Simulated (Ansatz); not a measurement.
Reaction (hydrogen abstraction from the N–H bond): `N[Si](F)(Cl)Cl` + Cl• → `[NH][Si](F)(Cl)Cl`• + HCl

Computed with Ansatz on PBE0-D4/def2-TZVP structures; ΔE is electronic, products minus reactants. CCSD(T)/CBS is the MP2 limit (def2-TZVPP, def2-QZVPP) plus CCSD(T) − MP2 in def2-TZVPP, frozen cores. This one scheme is used for every species, atoms too. Functionals use def2-TZVPP. No spin–orbit coupling; open shells (•) take unrestricted orbitals. Spin–orbit coupling would lower the free atoms: a little for Cl. One conformer a species, not always the lowest.

| level | ΔE (kcal/mol) |
| --- | --- |
| PBE-QIDH | 15.7 |
| CAM-B3LYP | 15.5 |

What does CCSD(T)/CBS give? (An estimate is asked.)

Ansatz gave: +15.5 kcal/mol. The listed levels differ from it by 0.2, 0.0 kcal/mol.

What do rigid-rotor, harmonic-oscillator terms from PBE0-D4/def2-TZVP frequencies (298.15 K, 1 bar) make of the CCSD(T)/CBS value? (Best estimate.)

Computed: ΔZPE = -4.2 kcal/mol, ΔH = +11.8 kcal/mol, ΔS = 32 J/(mol·K), ΔG = +9.5 kcal/mol. Open shells count their whole term as degenerate. Modes under 50 cm⁻¹ make the entropy rough.

Largest T1 diagnostic among the species: 0.012.

At CCSD(T), def2-SVP lies +3.0 kcal/mol from the extrapolated value and def2-TZVPP +0.2 kcal/mol. From PBE to PBE0 (25 % exact exchange), in def2-TZVPP and without D4, ΔE moves by +2.2 kcal/mol.

CCSD(T)/CBS has its own doubt, a few kJ/mol and more with outer-core shells, so smaller differences from it don't rank the levels.
